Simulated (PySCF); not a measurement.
(E)-2-chlorobut-2-ene (C4H7Cl), SMILES C(=C/C)(/C)Cl. Atoms are numbered in the order given.

```xyz
12

C      0.3618     2.4246     0.0000
C      0.7033     0.9647     0.0000
C     -0.1629    -0.0565     0.0000
C     -1.6590    -0.0186     0.0000
Cl     0.4741    -1.7059     0.0000
H      0.7926     2.9258     0.8841
H     -0.7203     2.6146     0.0000
H      0.7926     2.9258    -0.8841
H      1.7689     0.7149     0.0000
H     -2.0576    -0.5390     0.8861
H     -2.0576    -0.5390    -0.8861
H     -2.0375     1.0123     0.0000
```

The structure is a stationary point at B3LYP-D3(BJ)/def2-SVP.

Calculation: ωB97X/def2-TZVP run with PySCF.

Symmetry labels are those of the subgroup Cs that the program uses (full group Cs).

**Question.** List the valence orbital energies around the gap with their symmetry. (Estimate from the structure and the level; the computed values follow.)

**Answer.** 
| orbital | symmetry | energy (eV) |
|---|---|---|
| HOMO−7 | A" | -14.96 |
| HOMO−6 | A" | -14.20 |
| HOMO−5 | A' | -13.75 |
| HOMO−4 | A' | -13.23 |
| HOMO−3 | A' | -12.48 |
| HOMO−2 | A" | -12.08 |
| HOMO−1 | A' | -11.12 |
| HOMO | A" | -9.20 |
| LUMO | A" | 2.41 |
| LUMO+1 | A' | 3.14 |
| LUMO+2 | A' | 3.40 |
| LUMO+3 | A' | 4.18 |
